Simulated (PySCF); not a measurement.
## Computed vibrations of [La(NH3)2]3+

[La(NH3)2]3+ (singlet). PySCF 2.14.0, RKS BP86, La lcecp-1-SVP with ECP46, N def2-SVP, H def2-SVP; non-relativistic Hamiltonian with scalar-relativistic core potentials where named; density fitting; no spin-orbit coupling. Central differences of gradients.

```xyz
9

La    0.2761   -0.0265    0.0001
N    -1.0843    0.1057    2.1318
H    -0.5991    0.5814    2.9325
H    -1.9974    0.6200    2.0778
H    -1.3638   -0.8150    2.5524
N    -1.0841    0.1026   -2.1322
H    -0.6121   -0.3043   -2.9776
H    -2.0112   -0.3889   -2.1277
H    -1.3380    1.0684   -2.4577
```

Run from Python with OMP_NUM_THREADS=2. Where DIIS fails, smearing, a level shift and second-order steps follow.
It took 3.1 min on 2 threads of Arm Neoverse V1, with other jobs on the host.

What are the harmonic wavenumbers and infrared intensities?

Negative numbers are unstable modes, those under 60 cm⁻¹ near the noise; a finer grid moves soft modes by up to 10 cm⁻¹.
```csv
cm⁻¹,km/mol,symmetry
-58,–,
-54,–,
71,5.9,
342,2.3,
350,15.4,
640,5.7,
643,30.1,
650,120.8,
669,81.4,
1369,125.8,
1371,57.1,
1548,85.8,
1550,76.8,
1551,50.2,
1551,8.7,
3194,503.6,
3202,96.9,
3257,126.1,
3258,194.2,
3266,156.5,
3267,192.7,
```

Is this a minimum?

Probably not: 2 unstable, though so soft as to be near the noise; the lowest moves the atoms so:
```
La   0.00  0.01  0.00
N    0.00 -0.04  0.01
H    0.08 -0.23  0.07
H    0.09  0.13  0.07
H   -0.17 -0.05 -0.12
N    0.00 -0.03  0.00
H   -0.21 -0.51  0.11
H   -0.23  0.41  0.17
H    0.46 -0.01 -0.29
```
